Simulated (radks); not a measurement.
Results of a calculation; reference values are marked as such.
Charge is removed step by step from the 4d (averaged over the sub-levels emptied) level of the terbium ion Tb11+, starting from [Kr] 4d10 4f6 5s2. Code: a radial shooting solver on a logarithmic mesh with Libxc functionals. Model: Dirac Kohn-Sham, PBEsol, spin-unpolarised, spherical densities, finite nucleus; open shells are shared between the two j in proportion to 2j + 1; Fermi nuclear charge, rms radius 5.06 fm.

| removed (e) | E - E(0) (eV) | eigenvalue (eV) | E minus straight line (eV) |
|---|---|---|---|
| 0 | 0.000 | -340.98 | 0.000 |
| 0.125 | 42.869 | -344.92 | -1.740 |
| 0.25 | 86.231 | -348.87 | -2.987 |
| 0.375 | 130.09 | -352.84 | -3.739 |
| 0.5 | 174.44 | -356.83 | -3.993 |
| 0.625 | 219.30 | -360.83 | -3.749 |
| 0.75 | 264.65 | -364.85 | -3.003 |
| 0.875 | 310.51 | -368.88 | -1.754 |
| 1 | 356.87 | -372.93 | 0.000 |

Removing the whole electron costs 356.87 eV by Delta-SCF, against 340.98 eV from minus the eigenvalue at the starting occupation. Slater's transition state (half an electron removed) gives 356.83 eV. Integrating minus the eigenvalue over the occupation (Janak's theorem) gives 356.87 eV. The mean slope of the eigenvalue, de/dn, is 31.9 eV per electron.
